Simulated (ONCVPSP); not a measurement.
An all-electron radial function and its pseudo partner (cadmium (Cd))

Columns: radius, all-electron u(r) and pseudo u(r) of the 4p shell (level -66.97 eV) of cadmium in the configuration [Ar] 3d10 4s2 4p6 4d10 5s2; PBE, scalar-relativistic, ONCV scheme, ONCVPSP 4.0.1.

```csv
r (bohr),all-electron,pseudo
0.095,0.3210,0.0364
0.190,-0.4201,0.1405
0.285,-0.6199,0.2983
0.380,-0.2697,0.4884
0.475,0.2429,0.6858
0.570,0.6860,0.8652
0.665,0.9822,1.0050
0.760,1.1327,1.0911
0.855,1.1694,1.1191
0.950,1.1289,1.0934
1.045,1.0431,1.0252
1.140,0.9352,0.9290
1.235,0.8206,0.8195
1.330,0.7089,0.7087
1.425,0.6051,0.6050
1.520,0.5119,0.5118
1.615,0.4301,0.4300
1.710,0.3593,0.3592
1.805,0.2989,0.2988
1.900,0.2478,0.2477
1.995,0.2048,0.2048
2.090,0.1689,0.1688
2.185,0.1390,0.1390
2.280,0.1142,0.1142
2.375,0.0937,0.0937
2.470,0.0768,0.0768
```

Task: How many radial nodes do the two functions have?

Result: The all-electron 4p function has n − l − 1 = 2; the pseudo-wave has 0, since the states of the same l below it are removed with the core.

Task: At about which radius was the pseudo-wave matched?

Result: 1.35 bohr, where the columns begin to agree (steps of 0.10 bohr).

Task: Is the pseudo-wave norm-conserving?

Result: Yes: the ONCV scheme keeps the norm inside the radius equal to the all-electron one, which fixes the energy derivative of the logarithmic derivative at the level.
